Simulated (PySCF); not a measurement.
C₄H₅Cl, SMILES C=CC(=C)Cl.

Coordinates come from a B3LYP-D3(BJ)/def2-SVP optimisation. One conformer was computed; it need not be the lowest.

Level of theory: ωB97X/def2-TZVP (PySCF).

Symmetry labels are those of the subgroup Cs that the program uses (full group Cs).

Question: List the valence orbital energies around the gap with their symmetry. (Estimate from the structure and the level; the computed values follow.)

Answer: 
```json
[
 {"orbital": "HOMO−7", "symmetry": "A'", "energy (eV)": "-16.05"},
 {"orbital": "HOMO−6", "symmetry": "A'", "energy (eV)": "-14.23"},
 {"orbital": "HOMO−5", "symmetry": "A'", "energy (eV)": "-13.88"},
 {"orbital": "HOMO−4", "symmetry": "A\"", "energy (eV)": "-13.53"},
 {"orbital": "HOMO−3", "symmetry": "A'", "energy (eV)": "-12.74"},
 {"orbital": "HOMO−2", "symmetry": "A'", "energy (eV)": "-11.43"},
 {"orbital": "HOMO−1", "symmetry": "A\"", "energy (eV)": "-11.00"},
 {"orbital": "HOMO", "symmetry": "A\"", "energy (eV)": "-9.26"},
 {"orbital": "LUMO", "symmetry": "A\"", "energy (eV)": "0.81"},
 {"orbital": "LUMO+1", "symmetry": "A'", "energy (eV)": "3.07"},
 {"orbital": "LUMO+2", "symmetry": "A\"", "energy (eV)": "3.64"},
 {"orbital": "LUMO+3", "symmetry": "A'", "energy (eV)": "4.03"}
]
```
